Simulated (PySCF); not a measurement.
CsGa⁺: energy against distance

Set-up: Cs def2-SVP with ECP46, Ga def2-SVP; scalar-relativistic core potentials (PySCF 2.14). Energies in eV from Cs⁺ + Ga in their ground configurations at the same level. State: ²Σ⁺ (doublet), unpaired electrons σ ↑.

All columns are PW91. A positive dipole points towards Ga; it is taken about the centre of mass and depends on that origin.

```csv
R (Å),E (eV),μ (D),Mulliken charge on Cs (basis-dependent),HOMO (eV),LUMO (eV),Mayer bond order,⟨S²⟩
3.703,-0.350,-2.97,0.80,-7.17,-6.67,0.37,0.75
3.875,-0.414,-3.09,0.80,-7.11,-6.56,0.35,0.75
4.048,-0.449,-3.22,0.81,-7.04,-6.46,0.34,0.75
4.177,-0.461,-3.33,0.81,-6.99,-6.39,0.34,0.75
4.306,-0.465,-3.44,0.81,-6.92,-6.33,0.34,0.75
4.435,-0.463,-3.56,0.81,-6.86,-6.26,0.33,0.75
4.607,-0.453,-3.72,0.80,-6.77,-6.18,0.33,0.75
4.823,-0.434,-3.94,0.80,-6.66,-6.09,0.34,0.75
5.081,-0.406,-4.21,0.80,-6.53,-5.98,0.34,0.75
5.426,-0.366,-4.58,0.80,-6.36,-5.85,0.33,0.75
```

A fit through these points gives, at Re = 4.315 Å, μ = -3.45 D and dμ/dR = -0.891 D/Å; the reduced mass is 45.39 u.

Problem. How strong is the fundamental in the double-harmonic approximation, I = 42.26·(dμ/dR)²/μred km/mol?

Solution. I = 42.26·(-0.891)²/45.39 = 0.739 km/mol at PW91.

These are scalar-relativistic numbers at best; spin–orbit coupling would shift them, the dissociation energy most. For an ion De counts to the pair picked by the measured ionisation energies or electron affinities, which need not be the lowest pair at this level. The state is the lowest determinant that a PBE0 search found; another state may lie lower at other levels.
